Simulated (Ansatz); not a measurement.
`C[SiH]1[AlH][Se]1` → Al• + C• + 5 H• + Se• + Si•  (atomization)

Calculated with Ansatz (gas phase, PBE0-D4/def2-TZVP geometries, no zero-point term in ΔE). CCSD(T)/CBS is the MP2 limit (def2-TZVPP, def2-QZVPP) plus CCSD(T) − MP2 in def2-TZVPP, frozen cores. This one scheme is used for every species, atoms too. DFT in def2-TZVPP. No spin–orbit coupling; open shells (•) take unrestricted orbitals. Spin–orbit coupling would lower the free atoms: a little for Al, C, Si; clearly for Se. For Se outer-core shells are correlated without core-valence functions, so the limit isn't a true one: a few kJ/mol of doubt a bond, and 10 to 20 or more in all where bonds break to atoms. Scalar relativity is left out up to krypton.

```json
{"level": "r2SCAN-D4", "ΔE (kJ/mol)": "2902.2"}
{"level": "ωB97X-V", "ΔE (kJ/mol)": "2893.1"}
{"level": "B2PLYP", "ΔE (kJ/mol)": "2826.9"}
{"level": "HF/def2-QZVPP", "ΔE (kJ/mol)": "2125.3"}
```

Q: What does CCSD(T)/CBS give? (Best estimate.)

A: The calculation gave: +2887.5 kJ/mol. The listed levels differ from it by 14.7, 5.6, -60.6, -762.2 kJ/mol.

Largest T1 diagnostic among the species: 0.018.

Leaving LDA and LC-ωPBE aside and taking each functional with its dispersion term where it has one, the values, not all of them listed here, spread over 102.1 kJ/mol, from BHLYP-D4 to B97M-V. LDA lies +361.8 kJ/mol from PBE without D4, its usual overbinding. From BLYP to BHLYP (50 % exact exchange), in def2-TZVPP and without D4, ΔE moves by −7.2 kJ/mol: exact exchange takes away binding that semilocal exchange gives to molecules.

For atomizations the MP2-based limit and the directly extrapolated one differ by several kJ/mol either way, and by 10 to 25 for some Ge, Se and Sn compounds, so smaller differences from it don't rank the levels.
